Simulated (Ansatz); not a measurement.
`[CH3][Sn][F]` + HCl → `[CH3][Sn][Cl]` + H–F at 600 K and 1 bar (ligand exchange at the Sn–F bond).

Computed with Ansatz on PBE0-D4/def2-TZVP structures; ΔE is electronic, products minus reactants. CBS: MP2 limit from def2 TZ/QZ plus the TZ coupled-cluster correction, frozen cores. This one scheme is used for every species. Elements past krypton have def2 core potentials. For Sn outer-core shells are correlated without core-valence functions, which leaves a few kJ/mol of doubt a bond.

```tsv
species	CCSD(T)/CBS energy (Eh)	H − E (kJ/mol)	S (J/(mol·K))
`[CH3][Sn][F]`	-353.71142	134.9	370.6
HCl	-460.38127	35.4	207.2
`[CH3][Sn][Cl]`	-713.71101	134.6	379.2
H–F	-100.39570	42.3	194.0
```

H − E and S are ideal-gas, rigid-rotor, harmonic terms from PBE0-D4/def2-TZVP. 1 Eh = 2625.50 kJ/mol, R = 8.31446 J/(mol·K).

Problem. By hand: ΔE, ΔH, ΔS and ΔG.

Solution. ΔE = (-713.71101) + (-100.39570) − (-353.71142) − (-460.38127) = -0.01402 Eh = -36.8 kJ/mol. Δ(H − E) = 134.6 + 42.3 − 134.9 − 35.4 = 6.6, so ΔH = -30.2 kJ/mol. ΔS = 379.2 + 194.0 − 370.6 − 207.2 = -4.6 J/(mol·K). ΔG = -30.2 − 600 × (-4.6)/1000 = -27.4 kJ/mol.

Problem. By hand: the equilibrium constant, and the temperature at which ΔG would vanish if ΔH and ΔS stayed fixed.

Solution. log₁₀ K = −ΔG/(RT ln 10) = 2.4. ΔG = 0 at ΔH/ΔS = 6565 K, far beyond where these terms or the molecules hold.

The number of gas molecules stays the same, so ΔS is small and ΔH decides. A doubt of 5 kJ/mol in ΔE shifts log₁₀ K by 0.4 here. Modes under 60 cm⁻¹, often nearly free rotors, make the harmonic entropy too high. These are equilibria of isolated gas molecules and say nothing of rates. Largest T1 diagnostic: 0.015 (customary marks: 0.02 for closed shells, 0.045 for open ones).
